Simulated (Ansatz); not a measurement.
Molecule (SMILES): Br (HBr).
Atoms: Br1, H2. Bonds: Br1-H2.

Basis-set convergence of the highest harmonic wavenumber at PBE with Ansatz (an electronic-structure program). Each level at its own minimum, finite differences of forces, unscaled; the reference is a large set that could be run, not a limit. All functions are spherical. The program fits the integrals of some runs and decomposes those of others, by size. No added dispersion term, no relativity. Reference: the value in def2-QZVPPD, 2571 cm⁻¹, itself unsure by roughly 2 cm⁻¹ (its mean distance from pcseg-3, def2-QZVPP, cc-pVQZ). Deviations are taken from unrounded values.

| basis | functions |
|---|---|
| pcseg-0 | 24 |
| pcseg-1 | 32 |
| aug-cc-pVDZ | 45 |
| aug-pcseg-1 | 45 |
| pcseg-2 | 57 |
| aug-cc-pVTZ | 82 |
| aug-pcseg-2 | 82 |
| pcseg-3 | 101 |

Which is the smallest set listed that can be trusted to 50 cm⁻¹ here, that is, within that of the reference together with its larger relatives (same family, alike in diffuse functions; a set with none to test it counts only in the reference's own line)?

The smallest set listed that lies within 50 cm⁻¹ of the reference with all its larger relatives (same family, alike in diffuse functions; a set with none counts only in the reference's own line) is pcseg-1 (32 functions, -6 cm⁻¹ off). Value minus reference: pcseg-0 -287, pcseg-1 -6, aug-cc-pVDZ -1, aug-pcseg-1 -11, pcseg-2 -2, aug-cc-pVTZ 2, aug-pcseg-2 -1, pcseg-3 -3 cm⁻¹.
